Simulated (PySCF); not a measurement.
A structure optimised at PBE-D3(BJ)/def2-SVP, used in a PySCF frequency run:

```xyz
12

C     -2.7051     0.4716    -0.2321
C     -1.2324     0.5453     0.0179
C     -0.3088    -0.2704    -0.5208
C      1.1603    -0.1657    -0.2407
F      1.4273     0.7895     0.7030
F      1.6334    -1.3696     0.2287
H     -3.2598     0.3146     0.7179
H     -2.9713    -0.3475    -0.9287
H     -3.0858     1.4267    -0.6540
H     -0.8779     1.3351     0.7037
H     -0.5914    -1.0784    -1.2178
H      1.7552     0.0855    -1.1524
```
Charge 0, spin multiplicity 1.

Q: Write its SMILES and formula.

A: C/C=C/C(F)F, C₄H₆F₂

Q: What are its rotational constants (standard atomic weights)?

A: 7.9283, 1.8617, 1.6069 GHz
